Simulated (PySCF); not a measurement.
C₅H₉FO.
Atom-mapped SMILES: `[CH3:1][CH2:2][CH2:3][C@@H:4]1[O:5][C@H:6]1[F:7]` (hydrogens: H8, H9, H10 on C1; H11, H12 on C2; H13, H14 on C3; H15 on C4; H16 on C6)

Structure used (GFN2-xTB), in Å, numbered top down from 1:
```xyz
16
C5H9FO angstrom
C      1.504    0.940   -0.189
C      1.275   -0.547   -0.432
C     -0.196   -0.881   -0.687
C     -1.046   -0.627    0.535
O     -2.450   -0.561    0.373
C     -1.816    0.602    0.709
F     -2.035    1.065    1.966
H      1.160    1.523   -1.040
H      0.972    1.274    0.698
H      2.564    1.138   -0.046
H      1.627   -1.116    0.431
H      1.856   -0.866   -1.299
H     -0.578   -0.285   -1.518
H     -0.292   -1.934   -0.958
H     -0.734   -1.139    1.443
H     -1.818    1.424    0.000
```

Method used: TDDFT PBE0/def2-SVPD, vertical, gas phase, core orbitals frozen in the response (PySCF 2.14.0, density-fitted response routines).

Ground-to-excited transition dipoles (e·a0, same axes as the geometry; the sign carries no meaning), for the states with f of 0.002 or more among the lowest 6:

| state | E (eV) | μx | μy | μz |
| --- | --- | --- | --- | --- |
| S1 | 8.105 | -0.038 | 0.269 | 0.032 |
| S2 | 8.345 | 0.090 | 0.087 | 0.002 |
| S3 | 8.438 | -0.079 | 0.064 | 0.110 |
| S4 | 8.592 | -0.146 | -0.174 | -0.091 |
| S5 | 8.654 | 0.071 | 0.020 | 0.167 |
| S6 | 8.713 | 0.226 | 0.011 | 0.255 |

(1) Work out the oscillator strengths.

(2) What angle do the transition dipoles of S4 and S6 make?

(3) What peak molar absorption coefficient would the strongest computed level give as a lone Gaussian band 0.3 eV wide at half height?

Answers

(1) f = (2/3) ΔE |μ|² with ΔE in hartree (27.2114 eV).

| state | \|μ\|² (au) | \|μ\| (D) | f |
| --- | --- | --- | --- |
| S1 | 0.075 | 0.70 | 0.015 |
| S2 | 0.016 | 0.32 | 0.003 |
| S3 | 0.022 | 0.38 | 0.005 |
| S4 | 0.060 | 0.62 | 0.013 |
| S5 | 0.033 | 0.46 | 0.007 |
| S6 | 0.116 | 0.87 | 0.025 |

(2) |cos θ| = |μa·μb| / (|μa| |μb|) = 0.70, so θ ≈ 46° (taken between 0 and 90°, since the signs are arbitrary).

(3) ε(max) = 2.175×10⁸ f / FWHM, with the width in cm⁻¹. S6: 2.175×10⁸ × 0.0248 / 2420 ≈ 2200 L mol⁻¹ cm⁻¹.

One conformer stands for the species.

Without π bonds the low states may be Rydberg-like; a valence basis with one diffuse set may place them up to an eV too high.
